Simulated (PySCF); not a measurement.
Species: (OH)3Sn-NH-SiH3.
Bonds: Sn1–O2, Sn1–O3, Sn1–O4, Sn1–N5, N5–Si6. Hydrogens: H7 on O2; H8 on O3; H9 on O4; H10 on N5; H11, H12, H13 on Si6.

Method: PBE0-D3(BJ)/def2-SVP geometry optimisation, gas phase, def2 core potentials past Kr in PySCF 2.14.0.

(1) How far are the bound atoms from Sn1?

(2) List the angles at Sn1.

(3) What is the shape at Sn1?

(4) What are the other bond lengths?

(5) Give some angles away from the centre.

(6) What are the rotational constants (commonest isotopes, rigid rotor)?

Results:

(1) 4 atoms: O3 1.968 Å, O4 1.968 Å, O2 1.973 Å, N5 2.005 Å. The nearest atom not counted as bound is H8, at 2.47 Å.

(2) 
```
    angle  degrees  distance of the outer atoms (Å)
O3–Sn1–N5    116.1                             3.37
O2–Sn1–O4    114.1                             3.31
O2–Sn1–N5    113.1                             3.32
O3–Sn1–O4    109.8                             3.22
O4–Sn1–N5    102.4                             3.10
O2–Sn1–O3    101.8                             3.06
```

(3) Distorted tetrahedral: angles from 101.8° to 116.1°; τ4 = (360° − α − β)/141° = 0.92 with α and β the two widest (0 for a square, 1 for a tetrahedron).

(4) O2–H7, O3–H8, O4–H9 0.965 Å; N5–Si6 1.737 Å; N5–H10 1.017 Å; Si6–H11, Si6–H12, Si6–H13 1.496 Å.

(5) Sn1–N5–Si6 127.0°.

(6) A = 2630, B = 1055, C = 1008 MHz: a near-prolate asymmetric top.

Charge 0, singlet. PBE0-D3(BJ)/def2-SVP frequencies: not computed here.

Hardware: Intel Xeon at 2.50 GHz, one thread, shared host with 64 logical CPUs at a one-minute load of 49. Cost: 14 min, 0.52 GiB resident at most. These figures are those of the optimisation.

One conformer stands for the species.
